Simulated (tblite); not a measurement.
Species: C₅H₁₃NP₂.
Geometry (GFN2-xTB, Å), atoms numbered from 1 in this order:
```
atom  x, y, z in Å
C1    -2.9369   -0.2950   -0.4504
P2    -1.1478   -0.0841   -0.8686
C3    -0.7567    1.3535    0.2424
C4     0.7486    1.4003    0.4972
P5     1.6020    0.2478   -0.6819
N6     3.1613    0.3542    0.0449
C7     1.0913   -1.3300    0.1556
C8    -0.4330   -1.3964    0.2341
H9    -3.3126   -1.1889   -0.9452
H10   -3.4909    0.5632   -0.8276
H11   -3.0909   -0.3838    0.6247
H12   -1.0946    2.2593   -0.2683
H13   -1.3214    1.2676    1.1763
H14    1.1472    2.4074    0.3478
H15    1.0079    1.0889    1.5130
H16    3.7722   -0.3682   -0.3282
H17    3.5902    1.2497   -0.1748
H18    1.4862   -2.1599   -0.4371
H19    1.5637   -1.3661    1.1414
H20   -0.8060   -2.3691   -0.0977
H21   -0.7888   -1.2332    1.2568
```

Computed with GFN2-xTB (tblite): harmonic, unscaled wavenumbers at the GFN2-xTB geometry, gas phase. This tight-binding method is rough: wavenumbers can miss measured ones by several per cent, in bad cases by 10 to 20. One conformer, not necessarily the lowest.

Harmonic wavenumbers (cm⁻¹): 51.6, 127.2, 163.7, 174.8, 183.7, 204.2, 231.2, 264.1, 284.8, 317.6, 376.5, 458.0, 668.6, 701.5, 710.0, 731.6, 737.0, 743.1, 778.1, 785.8, 796.4, 839.1, 861.2, 865.6, 907.8, 912.4, 1037.7, 1058.3, 1061.1, 1088.6, 1163.0, 1171.4, 1206.0, 1217.2, 1234.7, 1239.8, 1319.4, 1433.7, 1439.7, 1440.7, 1453.2, 1455.6, 1465.7, 1482.6, 2907.9, 2912.2, 2928.6, 2935.4, 2941.0, 2944.5, 2951.8, 2953.7, 2979.0, 3006.2, 3011.3, 3345.2, 3366.2.

A = 3049, B = 995.2, C = 859.6 MHz; mass 149.052 u (most abundant isotopes); point group C1, symmetry number 1.

**Question.** What is the zero-point energy?

**Answer.** Half the sum of the wavenumbers: 38013 cm⁻¹ = 454.74 kJ/mol.

**Question.** Give the ideal-gas entropy at 200 K and 1 bar in the rigid-rotor, harmonic-oscillator model (classical rotation).

**Answer.** Translation 162.97, rotation 117.20, vibration 75.28: S = 355.4 J/(mol K).

**Question.** And Cp and H(200 K) − H(0)?

**Answer.** Cp = 126.16 J/(mol K), of which vibrations give 92.90 (their classical limit is 57 R = 473.9); H(200 K) − H(0) = 15.49 kJ/mol without the zero-point energy, 8.84 from vibrations.

**Question.** How do the functions run with temperature in this model?

**Answer.** 
```
 T (K)  S (J/(mol K))  Cp (J/(mol K))  H − H(0) (kJ/mol)  G − H(0) (kJ/mol)  ln q(vib)
    50          242.2            49.3               1.94             -10.17       0.31
   100          285.8            79.4               5.17             -23.40       1.23
298.15          414.8           174.8              30.23             -93.43       6.40
373.15          457.9           210.8              44.71            -126.17       8.48
   500          527.1           262.1              74.84            -188.70      12.03
   750          647.6           331.8             149.75            -335.97      18.89
  1000          749.8           377.6             238.79            -510.98      25.32
```

q(vib) and H(0) count from the zero-point level.

**Question.** What must be added to the electronic energy to get the Gibbs energy at 200 K and 1 bar?

**Answer.** ZPE + [H(200 K) − H(0)] − T·S = 454.74 + 15.49 − 71.09 = 399.14 kJ/mol.

Hindered rotation and anharmonicity are outside this model. Other conformers, if any are populated, would add a mixing term that is left out. The structure is chiral; the term R ln 2 for an equal mix with its mirror image is left out.
